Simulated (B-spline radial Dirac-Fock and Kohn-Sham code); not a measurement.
**X-ray form factors of ytterbium in several charge states**

Calculated with a radial atomic solver, using configuration-average Dirac-Fock orbitals.

Configurations: Yb⁶²⁺ [He] 2s2 2p4; Yb⁶³⁺ [He] 2s2 2p3; Yb⁶⁴⁺ [He] 2s2 2p2. The first column is f₀ of Yb⁶²⁺, the others are differences from it.

```tsv
s (Å⁻¹)	Yb⁶²⁺	Δ Yb⁶³⁺	Δ Yb⁶⁴⁺
0	8.000	-1.000	-2.000
0.1	7.997	-1.000	-1.999
0.2	7.988	-0.998	-1.996
0.3	7.973	-0.996	-1.991
0.4	7.952	-0.992	-1.985
0.5	7.925	-0.988	-1.976
0.7	7.853	-0.977	-1.954
0.9	7.759	-0.962	-1.924
1.1	7.644	-0.943	-1.888
1.4	7.435	-0.910	-1.822
```
